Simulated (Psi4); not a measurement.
C₄H₁₀O₂, charge +1, doublet, geometry from GFN2-xTB (a state made from the parent by changing its charge; the spin is typed, not shown lowest), with bond 9-1 at 2.2 times its length; Psi4 with HF/STO-3G.

Here is a job for Psi4.
```
memory 2 GB

molecule {
1 2
C     1.93872063    0.92530331    0.48462430
O     0.88704887    0.79947746   -0.43701396
C     0.63790846   -0.44199274   -0.96608350
C    -0.37598838   -1.26384557   -0.04832548
O    -1.59010730   -0.64014345   -0.03136742
C    -1.71570750    0.49922645    0.74757979
H     1.86858279    0.19551452    1.30005262
H     1.89829299    1.93885303    0.88120230
H     4.06139206    0.58550211   -0.61162974
H     1.53644868   -1.06164442   -1.05881100
H     0.14627399   -0.29941004   -1.93267344
H    -0.50564688   -2.24863120   -0.50265478
H     0.08568632   -1.33898574    0.94695391
H    -2.74634723    0.84400213    0.66501583
H    -1.43811675    0.32868410    1.79591410
H    -1.03387690    1.28394864    0.35895398
}

set {
  basis sto-3g
  reference uhf
  stability_analysis check
  scf_type pk
}

energy('scf')
print_variables()
```

What the program printed (banner, timings and long lists left out):

```
   => Loading Basis Set <=

    Name: STO-3G
    Role: ORBITAL
    Keyword: BASIS

         ---------------------------------------------------------
                                   SCF
               by Justin Turney, Rob Parrish, Andy Simmonett
                          and Daniel G. A. Smith
                              UHF Reference
         ---------------------------------------------------------

  ==> Geometry <==

    Molecular point group: c1
    Full point group: C1

    Geometry (in Angstrom), charge = 1, multiplicity = 2:

       Center              X                  Y                   Z               Mass
    ------------   -----------------  -----------------  -----------------  -----------------
         C            1.955631927110     0.931937766795     0.518170467013    12.000000000000
         O            0.903960167110     0.806111916795    -0.403467792987    15.994914619570
         C            0.654819757110    -0.435358283205    -0.932537332987    12.000000000000
         C           -0.359077082890    -1.257211113205    -0.014779312987    12.000000000000
         O           -1.573196002890    -0.633508993205     0.002178747013    15.994914619570
         C           -1.698796202890     0.505860906795     0.781125957013    12.000000000000
         H            1.885494087110     0.202148976795     1.333598787013     1.007825032230
         H            1.915204287110     1.945487486795     0.914748467013     1.007825032230
         H            4.078303357110     0.592136566795    -0.578083572987     1.007825032230
         H            1.553359977110    -1.055009963205    -1.025264832987     1.007825032230
         H            0.163185287110    -0.292775583205    -1.899127272987     1.007825032230
         H           -0.488735582890    -2.241996743205    -0.469108612987     1.007825032230
         H            0.102597617110    -1.332351283205     0.980500077013     1.007825032230
         H           -2.729435932890     0.850636586795     0.698561997013     1.007825032230
         H           -1.421205452890     0.335318556795     1.829460267013     1.007825032230
         H           -1.016965602890     1.290583096795     0.392500147013     1.007825032230

  Running in c1 symmetry.

  Rotational constants: A =      0.19461  B =      0.07883  C =      0.06494 [cm^-1]
  Rotational constants: A =   5834.14466  B =   2363.36501  C =   1946.98122 [MHz]
  Nuclear repulsion =  265.126680633810281

  Charge       = 1
  Multiplicity = 2
  Electrons    = 49
  Nalpha       = 25
  Nbeta        = 24

  ==> Algorithm <==

  SCF Algorithm Type is PK.
  DIIS enabled.
  MOM disabled.
  Fractional occupation disabled.
  Guess Type is SAD.
  Energy threshold   = 1.00e-06
  Density threshold  = 1.00e-06
  Integral threshold = 1.00e-12

  ==> Primary Basis <==

  Basis Set: STO-3G
    Blend: STO-3G
    Number of shells: 28
    Number of basis functions: 40
    Number of Cartesian functions: 40
    Spherical Harmonics?: true
    Max angular momentum: 1

  ==> Integral Setup <==

  Using in-core PK algorithm.
   Calculation information:
      Number of atoms:                  16
      Number of AO shells:              28
      Number of primitives:             84
      Number of atomic orbitals:        40
      Number of basis functions:        40

      Integral cutoff                 1.00e-12
      Number of threads:                 1

  Performing in-core PK
  Using 673220 doubles for integral storage.
  We computed 77520 shell quartets total.
  Whereas there are 82621 unique shell quartets.

  ==> DiskJK: Disk-Based J/K Matrices <==

    J tasked:                  Yes
    K tasked:                  Yes
    wK tasked:                  No
    Schwarz Cutoff:          1E-12

  Minimum eigenvalue in the overlap matrix is 2.2119420021E-01.
  Reciprocal condition number of the overlap matrix is 9.1287057837E-02.
    Using symmetric orthogonalization.

  ==> Pre-Iterations <==

[...]
     A         40      40
   -------------------------
    Total      40      40
   -------------------------

  ==> Iterations <==

                        Total Energy        Delta E     RMS |[F,P]|

   @UHF iter SAD:  -298.05252607095457   -2.98053e+02   0.00000e+00
   @UHF iter   1:  -302.50712648539485   -4.45460e+00   1.08744e-02 DIIS/ADIIS
   @UHF iter   2:  -302.64368882266143   -1.36562e-01   4.41195e-03 DIIS/ADIIS
   @UHF iter   3:  -302.67154793921509   -2.78591e-02   1.78526e-03 DIIS/ADIIS
   @UHF iter   4:  -302.68030384687955   -8.75591e-03   1.04885e-03 DIIS/ADIIS
   @UHF iter   5:  -302.68589525591938   -5.59141e-03   8.61415e-04 DIIS/ADIIS
   @UHF iter   6:  -302.68929222498502   -3.39697e-03   9.35654e-04 DIIS/ADIIS
   @UHF iter   7:  -302.68123052377251    8.06170e-03   7.06739e-04 DIIS/ADIIS
   @UHF iter   8:  -302.67633095412560    4.89957e-03   8.04923e-04 DIIS/ADIIS
   @UHF iter   9:  -302.67679369127870   -4.62737e-04   3.39772e-04 DIIS/ADIIS
   @UHF iter  10:  -302.67683741391295   -4.37226e-05   9.04443e-05 DIIS
   @UHF iter  11:  -302.67684421751869   -6.80361e-06   3.44588e-05 DIIS
   @UHF iter  12:  -302.67684905396533   -4.83645e-06   1.81465e-05 DIIS
   @UHF iter  13:  -302.67685132264558   -2.26868e-06   1.69565e-05 DIIS
   @UHF iter  14:  -302.67685290952562   -1.58688e-06   4.36770e-06 DIIS
   @UHF iter  15:  -302.67685305366638   -1.44141e-07   4.86833e-06 DIIS
   @UHF iter  16:  -302.67685307561106   -2.19447e-08   7.75186e-07 DIIS
  Energy and wave function converged.

    Negative totally symmetric eigenvalue detected: -0.121808
    Wavefunction unstable!
    Lowest UHF->UHF stability eigenvalues:
       A -0.121808

    Stability analysis over.

  ==> Post-Iterations <==

   @Spin Contamination Metric:   3.115403831E-03
   @S^2 Expected:                7.500000000E-01
   @S^2 Observed:                7.531154038E-01
   @S   Expected:                5.000000000E-01
   @S   Observed:                5.000000000E-01

    Orbital Energies [Eh]
    ---------------------

    Alpha Occupied:

[...]
      25A     -0.491076

    Alpha Virtual:

[...]
    Beta Occupied:

[...]
    Beta Virtual:

[...]
      40A      0.677191

    Final Occupation by Irrep:
              A
    DOCC [    24 ]
    SOCC [     1 ]
    NA   [    25 ]
    NB   [    24 ]

  @UHF Final Energy:  -302.67685307561106

   => Energetics <=

    Nuclear Repulsion Energy =            265.1266806338102811
    One-Electron Energy =                -928.8824202838852671
    Two-Electron Energy =                 361.0788865744638656
    Total Energy =                       -302.6768530756110636

  UHF NO Occupations:
  HONO-2 :   23  A 1.9999887
  HONO-1 :   24  A 1.9984635
  HONO-0 :   25  A 1.0000000
  LUNO+0 :   26  A 0.0015365
  LUNO+1 :   27  A 0.0000113
  LUNO+2 :   28  A 0.0000037
  LUNO+3 :   29  A 0.0000035

Computation Completed

Properties will be evaluated at   0.000000,   0.000000,   0.000000 [a0]

Properties computed using the SCF density matrix

 Multipole Moments:

 ------------------------------------------------------------------------------------
     Multipole            Electronic (a.u.)      Nuclear  (a.u.)        Total (a.u.)
 ------------------------------------------------------------------------------------

 L = 1.  Multiply by 2.5417464519 to convert [e a0] to [Debye]
 Dipole X            :         -0.9037003            3.7858504            2.8821500
 Dipole Y            :          0.4485524            0.2766120            0.7251644
 Dipole Z            :         -1.3688053            2.0396792            0.6708739
 Magnitude           :                                                    3.0467563

 ------------------------------------------------------------------------------------

  Variable Map:
  ----------------------------------------------------------------------------
[...]
  Array Variable Map:
  ----------------------------------------------------------------------------
[...]
[...]
```
